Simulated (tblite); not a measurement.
C4H2F2O2 (charge -1 and doublet state).
Bonds: O1–C2, C2–C3 (double), C3–F4, C3–C5, C5–C6, C6–F7, C6–O8, C2–O8. Hydrogens: H9 on O1; H10 on C5.
Bond orders are those of one Lewis drawing.

Computed with GFN2-xTB (tblite), gas phase: L-BFGS steps from a force-field or distance-geometry start until the largest atomic force falls under 0.01 eV/Å.

Step 48: E = -743.0534 eV
```
atom  x, y, z in Å  |  force x, y, z in eV/Å
O1      2.3097    0.1220   -0.1136   -0.104  -0.169  -0.334
C2      0.9316    0.0219    0.0031   -0.094   0.003  -0.036
C3     -0.0403    0.9527    0.2703   -0.083   0.021  -0.085
F4      0.2066    2.2564    0.6209    0.024  -0.014   0.050
C5     -1.2986    0.3694    0.1547    0.018  -0.061  -0.019
C6     -1.0821   -0.9598   -0.3646    0.214   0.010  -0.032
F7     -1.6451   -2.0475    0.4586    0.033   0.023  -0.034
O8      0.3362   -1.1543   -0.4070   -0.033  -0.012   0.089
H9      2.5540   -0.3827   -0.9094   -0.091   0.140   0.337
H10    -2.2631    0.8266    0.2645    0.115   0.057   0.064
```

Step 49: E = -743.0591 eV
```
atom  x, y, z in Å  |  force x, y, z in eV/Å
O1      2.2986    0.1348   -0.1283    0.055  -0.080  -0.169
C2      0.9263    0.0219    0.0063   -0.027   0.075  -0.067
C3     -0.0430    0.9565    0.2689   -0.007   0.047  -0.045
F4      0.2089    2.2595    0.6234    0.006  -0.059   0.040
C5     -1.2970    0.3689    0.1597   -0.125  -0.034  -0.035
C6     -1.0733   -0.9566   -0.3666   -0.013  -0.043  -0.062
F7     -1.6353   -2.0503    0.4541    0.031   0.017  -0.025
O8      0.3382   -1.1514   -0.4141    0.015   0.005   0.121
H9      2.5487   -0.4058   -0.8928   -0.084   0.060   0.186
H10    -2.2632    0.8270    0.2667    0.150   0.013   0.056
```

Step 50: E = -743.0616 eV
```
atom  x, y, z in Å  |  force x, y, z in eV/Å
O1      2.2947    0.1447   -0.1391    0.116  -0.118  -0.208
C2      0.9242    0.0269    0.0050    0.013   0.091  -0.072
C3     -0.0452    0.9607    0.2682   -0.025  -0.001  -0.035
F4      0.2079    2.2610    0.6296   -0.005  -0.042   0.038
C5     -1.2979    0.3684    0.1596   -0.070  -0.007  -0.044
C6     -1.0677   -0.9546   -0.3708   -0.101  -0.070  -0.050
F7     -1.6280   -2.0497    0.4536    0.037   0.007  -0.033
O8      0.3425   -1.1468   -0.4182   -0.002   0.025   0.126
H9      2.5425   -0.4301   -0.8804   -0.093   0.103   0.227
H10    -2.2642    0.8241    0.2699    0.129   0.010   0.051
```

Q: Estimate the geometry and energy of step 51. (The exact step hangs on the optimiser's Hessian estimate; all steps are aligned on step 50, rigid shifts and turns removed.)

A: E = -743.0655 eV, largest force 0.255 eV/Å
```
atom  x, y, z in Å  |  force x, y, z in eV/Å
O1      2.2892    0.1556   -0.1578    0.117   0.078   0.011
C2      0.9214    0.0353    0.0035    0.091   0.071  -0.066
C3     -0.0495    0.9668    0.2633   -0.004  -0.048   0.003
F4      0.2092    2.2600    0.6419   -0.045  -0.003   0.019
C5     -1.2988    0.3671    0.1516    0.036   0.043  -0.045
C6     -1.0574   -0.9542   -0.3804   -0.239  -0.090   0.004
F7     -1.6215   -2.0442    0.4536    0.043  -0.025  -0.047
O8      0.3507   -1.1423   -0.4148   -0.027   0.019   0.074
H9      2.5282   -0.4570   -0.8617   -0.006  -0.064   0.016
H10    -2.2626    0.8175    0.2783    0.035   0.018   0.031
```

The energy changes by -0.0039 eV. The first-order estimate −F·Δx gives -0.0076 eV and the mean of the old and new forces, exact on a quadratic surface, -0.0041 eV. The step makes an angle of 72° with the force vector and moves no atom by more than 0.036 Å.

The cost below is that of the whole relaxation. The run took 0.45 s wall on AMD EPYC 7B13, one thread, shared host.
